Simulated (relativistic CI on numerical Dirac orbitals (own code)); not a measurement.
**Cubic crystal-field splitting of Ce3+ by operator equivalents**

Problem. Ce3+ (4f) sits in a cubic field with the Wybourne parameters B⁴₀ = -2450 and B⁶₀ = 850 cm⁻¹. Find the levels of its ground J multiplet, neglecting the mixing with the other J.

Working.
1. One f electron has the ground level ²F5/2 with g_J = 6/7 and the Stevens factor β = 2/315. Rank 6 cannot act within J = 5/2.
2. Stevens form: B₄ = β B⁴₀/8 = -1.9444 cm⁻¹, in H = B₄(O₄⁰ + 5O₄⁴).
3. The eigenvalues of O₄⁰ + 5O₄⁴ for J = 5/2 are −240 (Γ7 doublet) and +120 (Γ8 quartet): E(Γ7) = 466.7, E(Γ8) = -233.3 cm⁻¹.
4. Order and energies above the lowest: Γ8 0.0, Γ7 700.0 cm⁻¹. The Γ8 quartet has no single g value.

Check. Diagonalising spin-orbit coupling (free-ion gap 2139 cm⁻¹, from a Dirac-Coulomb-Breit calculation) and field together in all 14 states gives Γ8 0.0, Γ7 466.4 cm⁻¹. The other multiplet starts at 2125 cm⁻¹; the differences from the hand values come from J mixing and grow with the ratio of the field to that gap. Here they are large, so operator equivalents within one J are not enough.
